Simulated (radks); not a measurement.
Initial-state core-level shifts of the molybdenum ion Mo+ when its valence configuration changes from [Kr] 4d5. All-electron calculation, Dirac Kohn-Sham, PBE, spin-unpolarised, spherical densities, point nucleus; open shells are shared between the two j in proportion to 2j + 1. Program: a radial shooting solver on a logarithmic mesh with Libxc functionals. Shifts are changes of the shell-averaged eigenvalues in eV (positive: less bound).

| valence | 1s | 2s | 3d | 4s |
|---|---|---|---|---|
| 4d4 5s1 | -3.348 | -3.586 | -3.541 | -3.262 |
| 4d4.5 5s0.5 | -1.606 | -1.719 | -1.700 | -1.579 |
| 4d4.5 5p0.5 | -2.231 | -2.326 | -2.314 | -2.203 |
| 4d3 5s2 | -7.200 | -7.731 | -7.601 | -6.885 |
| 4d4 5p1 | -4.594 | -4.801 | -4.768 | -4.500 |
| 4d3.5 5s0.5 5p1 | -6.463 | -6.815 | -6.742 | -6.267 |
| 4d3 5p2 | -9.646 | -10.135 | -10.021 | -9.285 |
| 4d2 5s2 5p1 | -12.727 | -13.593 | -13.334 | -11.967 |
| 4d3 5s1 5p1 | -8.446 | -8.955 | -8.833 | -8.108 |
